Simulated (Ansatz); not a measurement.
`C[SiH2]C[S][AlH2]` + `C[SiH](S)Cl` → `C[SiH2]S[SiH](C)Cl` + `C[S][AlH2]`  (ligand exchange at the Si–C bond)

Program: Ansatz. Geometries: PBE0-D4/def2-TZVP. ΔE: electronic, gas phase. CCSD(T)/CBS adds triple-zeta CCSD(T) − MP2 to the extrapolated MP2 energy (def2 sets, frozen cores). Functionals use def2-TZVPP. One conformer a species, not always the lowest.

Question: Is it downhill or uphill in electronic energy at CCSD(T)/CBS, and by how much? (An estimate is asked.)

Answer: The calculation gave: Downhill: ΔE = -102.8 kJ/mol.

Question: What do these levels give: PBE-D4, ωB97X-V, ωB97M-V, HF/def2-TZVPP, CCSD/def2-TZVPP, CCSD(T)/def2-TZVPP? (An estimate is asked.)

Answer: Ansatz gave: PBE-D4 -102.9, ωB97X-V -102.9, ωB97M-V -100.1, HF/def2-TZVPP -112.4, CCSD/def2-TZVPP -99.9, CCSD(T)/def2-TZVPP -99.3 kJ/mol.

Largest T1 diagnostic among the species: 0.011.

In def2-TZVPP, CCSD(T) changes the Hartree–Fock value by +13.0 kJ/mol (the triples alone add +0.5 kJ/mol) and MP2 by +11.1 kJ/mol. The D4 term adds −3.7 kJ/mol with B3LYP and −2.3 kJ/mol with PBE0; it sums over pairs of atoms, weighted by their polarisabilities, and B3LYP, whose exchange is more repulsive, gets the larger term.

B3LYP here is the variant with VWN-RPA as its local correlation; programs differ in this.
